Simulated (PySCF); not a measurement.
# P³⁺ (phosphorus, charge +3) across methods

[Ne] 3s2, closed-shell 1S. Computed with PySCF 2.14 in dyall-acv3z (19s12p6d4f, 113 functions), with scalar relativity by spin-free X2C-1e.

| method | E (hartree) | mean ε 2s (eV) | mean ε 2p (eV) | mean ε 3s (eV) | Σ⟨r²⟩ (bohr²) | ⟨S²⟩ |
| --- | --- | --- | --- | --- | --- | --- |
| M06-2X | -339.8855 | -227.11 | -174.72 | -48.569 | 8.797 | 0.000 |
| BP86 | -339.9044 | -212.51 | -163.14 | -45.763 | 8.773 | 0.000 |
| PBE | -339.7196 | -212.33 | -162.97 | -45.605 | 8.798 | 0.000 |
| MN15 | -339.9849 | -215.08 | -168.99 | -47.465 | 8.865 | 0.000 |
| PBE0 | -339.7440 | -220.65 | -168.96 | -46.952 | 8.809 | 0.000 |
| LDA | -338.5926 | -211.50 | -163.03 | -45.740 | 8.788 | 0.000 |
| UHF | -339.38235 | -244.26 | -185.62 | -50.000 | 8.909 | 0.000 |

**Question.** Estimate the same row for r2SCAN.

**Answer.** E (hartree) = -339.8340; mean ε 2s (eV) = -216.80; mean ε 2p (eV) = -165.41; mean ε 3s (eV) = -45.810; Σ⟨r²⟩ (bohr²) = 8.843; ⟨S²⟩ = 0.000.
